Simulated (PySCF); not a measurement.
CH₄FGaO, SMILES [F][GaH][O]C. Atoms are numbered in the order given.

```xyz
8

Ga    -0.3186    -0.4416     0.0000
H     -1.8635    -0.5741     0.0000
F      0.7162    -1.8552     0.0000
O      0.6203     1.0655     0.0000
C      0.0834     2.3670     0.0000
H      0.4287     2.9207    -0.8916
H      0.4287     2.9207     0.8916
H     -1.0245     2.3918     0.0000
```

Geometry optimised at B3LYP-D3(BJ)/def2-SVP. The structure was generated by enumeration; whether it is a known compound was not checked. The values are those of a single conformer.

Two levels are set side by side: PBE/pcSseg-1 (PySCF) and PBE0/pcSseg-1 (PySCF). GIAO shifts against CFCl3 (¹⁹F), H2O (¹⁷O), TMS (¹H), TMS (¹³C) at the same level; non-relativistic, no solvent, atoms listed together averaged. Differences are taken from unrounded values.

```csv
quantity,PBE0,PBE,PBE minus PBE0
δ(¹H) of H2 (ppm),5.70,6.14,0.43
δ(¹⁹F) of F3 (ppm),-156.9,-152.1,4.8
δ(¹⁷O) of O4 (ppm),91.2,127.7,36.5
δ(¹³C) of C5 (ppm),58.7,61.2,2.4
```

Rough cost on one machine, each run with all the roots and properties that it gave: PBE0 against PBE within a factor of 2.
